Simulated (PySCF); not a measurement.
## [Y(H2O)4]3+ at several levels of theory

Computed with PySCF 2.14.0 (density fitting, no spin-orbit coupling) at the geometry relaxed with PBE0:

```xyz
13
[Y(H2O)4]3+ (singlet)
Y     0.0000    0.0000    0.0000
O     1.3164    1.3165    1.2545
H     2.1175    1.0665    1.7689
H     1.2381    2.2859    1.4067
O    -1.3164   -1.2545    1.3165
H    -1.2380   -1.4068    2.2860
H    -2.1175   -1.7690    1.0665
O     1.3164   -1.3165   -1.2545
H     1.2381   -2.2859   -1.4067
H     2.1175   -1.0665   -1.7689
O    -1.3164    1.2545   -1.3165
H    -2.1175    1.7690   -1.0665
H    -1.2380    1.4068   -2.2860
```

```json
{"level": "PBE0", "basis": "Y def2-SVP with ECP28, O def2-SVP, H def2-SVP", "state": "singlet", "HOMO (eV)": "-24.53", "gap (eV)": "9.15", "charge on Y1 (e)": "1.64", "dipole about the centre of mass (D)": "0.00", "largest force component (eV/Å)": "0.02"}
{"level": "BP86", "basis": "the same", "state": "singlet", "HOMO (eV)": "-22.74", "gap (eV)": "6.28", "charge on Y1 (e)": "1.49", "dipole about the centre of mass (D)": "0.00", "largest force component (eV/Å)": "0.52"}
{"level": "PBE0", "basis": "Y def2-TZVP with ECP28, O def2-TZVP, H def2-TZVP", "state": "singlet", "HOMO (eV)": "-24.55", "gap (eV)": "9.15", "charge on Y1 (e)": "1.95", "dipole about the centre of mass (D)": "0.00", "largest force component (eV/Å)": "0.23"}
```

Charges are Mulliken's, which hang on the basis. The relaxation used the grid (50, 194), these runs (75, 302) or, all-electron (x2c bases, spin-free X2C Hamiltonian), (99, 590).

**Question.** What does BLYP with Y def2-SVP with ECP28, O def2-SVP, H def2-SVP give here?

**Answer.** state singlet, HOMO (eV) -22.51, gap (eV) 6.25, charge on Y1 (e) 1.45, dipole about the centre of mass (D) 0.00, largest force component (eV/Å) 0.56. Time: 13 s on 2 threads of Intel(R) Xeon(R) Platinum 8259CL CPU @ 2.50GHz (Skylake/Cascade Lake) (shared host), from an already converged density.

In the first row's basis the gap widens with exact exchange: 6.2 to 6.3 eV for BLYP, BP86 (none); 9.1 eV for PBE0 (a fixed share).

No frequency check is given that shows the relaxed geometry to be a minimum, and it was reached by following one of several unstable modes of a saddle point.
